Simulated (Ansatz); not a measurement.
# Ligand exchange: GaH(SH)2 + Sn(SH)4 → Ga(SH)3 + SnH(SH)3

Gas-phase species: GaH(SH)2, singlet; Sn(SH)4, singlet; Ga(SH)3, singlet; SnH(SH)3, singlet. The partners trade H for SH: Ga–H and Sn–SH bonds give way to Ga–SH and Sn–H.

Shapes, held fixed at every level: PBE0-D4/def2-TZVP. Flexible molecules stand in one conformer, not always the lowest. Programs: Ansatz 0.2.0. The zero-point and thermal change to 298 K, harmonic and unscaled (PBE0-D4/def2-TZVP), is -0.1 kJ/mol.

Question: Estimate ΔH(298 K) of this reaction.

Answer: The highest level, CCSD(T)/def2-TZVPP, gives ΔH(298 K) = -22.1 kJ/mol; the levels span -25.4 to -15.8. The column of differences is taken from that level and isn't an error. No measured value is set beside it here. For atoms past krypton def2 sets carry core potentials with scalar relativity. Relativity is left out for Ga. Outer-core shells of Ga, Sn are correlated, in sets that cover them unevenly.

| level | kind | ΔH(298 K) (kJ/mol) | less CCSD(T)/def2-TZVPP |
| --- | --- | --- | --- |
| B3LYP-D4/def2-TZVPP | global hybrid | -15.8 | +6.3 |
| wB97M-V/def2-TZVPP | range-separated hybrid | -18.8 | +3.3 |
| wB97X-V/def2-TZVPP | range-separated hybrid | -20.3 | +1.8 |
| B2PLYP/def2-TZVPP | double hybrid | -18.9 | +3.2 |
| CCSD(T)/def2-SVP | coupled cluster or CI | -24.9 | -2.8 |
| CCSD/def2-SVP | coupled cluster or CI | -25.4 | -3.3 |
| CCSD/def2-TZVPP | coupled cluster or CI | -23.4 | -1.3 |
| CCSD(T)/def2-TZVPP | coupled cluster or CI | -22.1 | 0.0 |
